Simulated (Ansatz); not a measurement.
Start from `[NH2][SnH]1[NH][SiH2]1` and change one atom or group to get `[CH3][SnH]1[NH][SiH2]1`.

Ansatz, PBE0-D4/def2-TZVP geometries, multiplicity 1. Each molecule was computed in one conformer, which needn't be the lowest.

Elements past krypton have def2 core potentials.

```
                                          property  `[NH2][SnH]1[NH][SiH2]1`
               HOMO–LUMO gap (PBE/def2-TZVPP) / eV                      3.62
                 HOMO energy (PBE/def2-TZVPP) / eV                     -5.60
                LUMO energy (PBE0/def2-TZVPP) / eV                     -1.16
size of the dipole moment (ωB97M-V/def2-TZVPP) / D                      1.01
             HOMO energy (ωB97M-V/def2-TZVPP) / eV                     -8.81
           HOMO–LUMO gap (ωB97M-V/def2-TZVPP) / eV                      9.38
```

What does the change do to each property? (Best estimate.)

Computed: 
```json
{"property": "HOMO–LUMO gap (PBE/def2-TZVPP) / eV", "`[CH3][SnH]1[NH][SiH2]1`": "3.63", "shift": "0.01"}
{"property": "HOMO energy (PBE/def2-TZVPP) / eV", "`[CH3][SnH]1[NH][SiH2]1`": "-5.45", "shift": "0.15"}
{"property": "LUMO energy (PBE0/def2-TZVPP) / eV", "`[CH3][SnH]1[NH][SiH2]1`": "-1.04", "shift": "0.12"}
{"property": "size of the dipole moment (ωB97M-V/def2-TZVPP) / D", "`[CH3][SnH]1[NH][SiH2]1`": "0.68", "shift": "-0.33"}
{"property": "HOMO energy (ωB97M-V/def2-TZVPP) / eV", "`[CH3][SnH]1[NH][SiH2]1`": "-8.49", "shift": "0.32"}
{"property": "HOMO–LUMO gap (ωB97M-V/def2-TZVPP) / eV", "`[CH3][SnH]1[NH][SiH2]1`": "9.12", "shift": "-0.26"}
```

With PBE0 the HOMO rises by 0.30 eV and the LUMO rises by 0.12 eV, so the gap narrows by about 0.18 eV. PBE moves the HOMO by 0.15 eV and ωB97M-V by 0.32 eV. Dipoles are sizes alone; their direction can turn.

Positive LUMOs are unbound, so they and the gaps depend on the basis.
